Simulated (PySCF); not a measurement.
# Working out the ionisation energy of Cu⁺

Cu⁺ [Ar] 3d10 (1S) → Cu²⁺ [Ar] 3d9 (2D). Computed with PySCF 2.14 in aug-cc-pVTZ-PP with ECP10MDF, with a scalar-relativistic core potential. Frozen: 3s2 3p6. Energies in hartree (1 hartree = 27.21139 eV):

| part | Cu⁺ (lower) | Cu²⁺ (upper) |
| --- | --- | --- |
| UHF | -195.933901 | -195.304558 |
| MP2 opposite-spin | -0.313735 | -0.227131 |
| MP2 same-spin | -0.177831 | -0.127522 |

Problem. What does Hartree-Fock give?

Solution. (-195.304558) − (-195.933901) = 0.629343 hartree = 17.125 eV.

Problem. What do MP2 and SCS-MP2 (6/5 opposite-spin, 1/3 same-spin) give?

Solution. The opposite-spin parts differ by 2.357 eV and the same-spin parts by 1.369 eV. MP2: 17.125 + (2.357) + (1.369) = 20.851 eV. SCS-MP2: 17.125 + 1.2 × (2.357) + (1.369)/3 = 20.410 eV.

Reference: 20.292 eV (measured; NIST Atomic Spectra Database, ionization energies), between the lowest levels; spin-orbit coupling is absent from the calculation.

What remains against the reference includes basis incompleteness, the frozen core and correlation beyond second order.
